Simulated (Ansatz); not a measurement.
Reactions of CH₆OSiTe, SMILES `OC[SiH2][TeH]`.

Program: Ansatz. Geometries: PBE0-D4/def2-TZVP. ΔE: electronic, gas phase. CBS: MP2 limit from def2 TZ/QZ plus the TZ coupled-cluster correction, frozen cores. This one scheme is used for every species, atoms too. Functionals use def2-TZVPP. Open shells (•) are unrestricted, without spin–orbit coupling. Spin–orbit coupling would lower the free atoms: a little for C, O, Si; strongly for Te. Elements past krypton have def2 core potentials. Bonds to Se, Te are less sure, by a few kJ/mol each and by 10 to 20 or more in all where they break to atoms, as the def2 sets lack core-valence functions. Scalar relativity is left out up to krypton. One conformer a species, not always the lowest.

```json
{"reaction": "`OC[SiH2][TeH]` + `CO[SiH3]` → `[SiH3][SiH2][TeH]` + `COCO`", "CCSD(T)/CBS(def2) (kcal/mol)": "22.0"}
{"reaction": "`OC[SiH2][TeH]` + H₂O → `O[SiH2][TeH]` + CH₃OH", "CCSD(T)/CBS(def2) (kcal/mol)": "?"}
{"reaction": "`OC[SiH2][TeH]` + HCl → `ClC[SiH2][TeH]` + H₂O", "CCSD(T)/CBS(def2) (kcal/mol)": "-11.9"}
{"reaction": "`OC[SiH2][TeH]` + H₂Se → `OC[SiH2][SeH]` + H₂Te", "CCSD(T)/CBS(def2) (kcal/mol)": "-0.5"}
{"reaction": "`OC[SiH2][TeH]` + H–F → `F[SiH2][TeH]` + CH₃OH", "CCSD(T)/CBS(def2) (kcal/mol)": "-34.6"}
{"reaction": "`OC[SiH2][TeH]` → C• + 6 H• + O• + Si• + Te•", "CCSD(T)/CBS(def2) (kcal/mol)": "766.9"}
{"reaction": "`OC[SiH2][TeH]` + H₂ → `C[SiH2][TeH]` + H₂O", "CCSD(T)/CBS(def2) (kcal/mol)": "?"}
{"reaction": "`OC[SiH2][TeH]` + H₂S → `S[SiH2][TeH]` + CH₃OH", "CCSD(T)/CBS(def2) (kcal/mol)": "-18.2"}
{"reaction": "`OC[SiH2][TeH]` + CH₃SH → `CSCO` + `[SiH3][TeH]`", "CCSD(T)/CBS(def2) (kcal/mol)": "?"}
{"reaction": "`OC[SiH2][TeH]` + H₂Se → `[SeH][SiH2][TeH]` + CH₃OH", "CCSD(T)/CBS(def2) (kcal/mol)": "-19.7"}
```

Task: Fill in the missing values. (An estimate is asked.)

Result: Computed: `OC[SiH2][TeH]` + H₂O → `O[SiH2][TeH]` + CH₃OH: -25.3 kcal/mol; `OC[SiH2][TeH]` + H₂ → `C[SiH2][TeH]` + H₂O: -34.2 kcal/mol; `OC[SiH2][TeH]` + CH₃SH → `CSCO` + `[SiH3][TeH]`: +1.3 kcal/mol.

Largest T1 diagnostic: 0.012, for Si•.
